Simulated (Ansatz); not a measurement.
Cartesian coordinates in Å:
```
C -0.806 0.716 2.019
C -0.287 0.259 0.694
N 0.628 -0.691 0.581
C 1.193 -1.352 1.720
Zn 0.593 -0.524 -1.446
C 1.283 -1.143 -3.163
N -0.677 0.742 -0.472
C -1.662 1.776 -0.609
H 0.018 1.078 2.639
H -1.260 -0.123 2.552
H -1.544 1.509 1.920
H 1.915 -2.095 1.382
H 1.727 -0.666 2.393
H 0.443 -1.882 2.324
H 1.405 -0.312 -3.862
H 2.251 -1.637 -3.050
H 0.594 -1.859 -3.618
H -1.804 1.991 -1.669
H -2.644 1.492 -0.206
H -1.366 2.719 -0.129
```

Total charge 0; spin multiplicity 1.

Q: List the PBE/def2-TZVPP orbital energies in eV (the Gaussian-basis code of Ansatz). (An estimate is asked.)

A: Computed: Occupied: -9406.12, -1132.63, -998.46, -998.37, -998.35, -379.87, -379.85, -270.54, -269.34, -269.34, -269.10, -267.81, -124.84, -82.32, -82.14, -82.11, -23.63, -21.29, -18.27, -17.65, -15.97, -15.84, -12.65, -12.11, -11.86, -11.30, -10.70, -10.52, -10.45, -10.45, -10.28, -10.15, -9.93, -9.83, -9.64, -9.24, -8.71, -8.69, -7.64, -7.49, -6.36, -5.80, -4.54. Lowest empty: -0.83, -0.16, 0.32, 0.55, 0.57, 1.28, 1.60, 1.84.
